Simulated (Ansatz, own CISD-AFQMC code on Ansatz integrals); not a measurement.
CH4OSi, SMILES `C[Si]O` (excited triplet; C–Si–O–H torsion 101°) (charge 0, multiplicity 3). This triplet is an excited state, 1.86 eV above the relaxed singlet at the level frozen-core CCSD(T)/cc-pVTZ // B3LYP-D3(BJ)/def2-TZVP (Ansatz).

Cartesian coordinates (Å):
```xyz
7

C     -1.0307     0.1214     0.1325
Si     0.5627    -0.8084     0.6209
O      1.9321    -0.3913    -0.2359
H     -1.8621    -0.2870     0.7067
H     -1.2246    -0.0232    -0.9315
H     -0.9310     1.1858     0.3508
H      2.5536     0.2026     0.1965
```
Charge 0, spin multiplicity 3.

Frozen-core correlation energies in cc-pVDZ at a geometry from B3LYP-D3(BJ)/def2-TZVP, on an HF energy of -403.95355 Ha (<S^2> = 2.01). Wave-function levels are from Ansatz, the walk from an own CISD-AFQMC code on Ansatz integrals (time step 0.005/Ha, trial state from CCSD amplitudes, largest double 0.02).

| level | correlation energy (mHa) |
|---|---|
| MP2 | -397.4 |
| CCSD | -428.9 |
| CCSD(T) | -439.9 |

Question: What correlation energy does phaseless AFQMC give, and where does it lie among these levels?

Answer: -441.6 ± 0.4 mHa (one standard error). AFQMC minus each level: MP2 -44.2 mHa, CCSD -12.7 mHa, CCSD(T) -1.7 mHa.
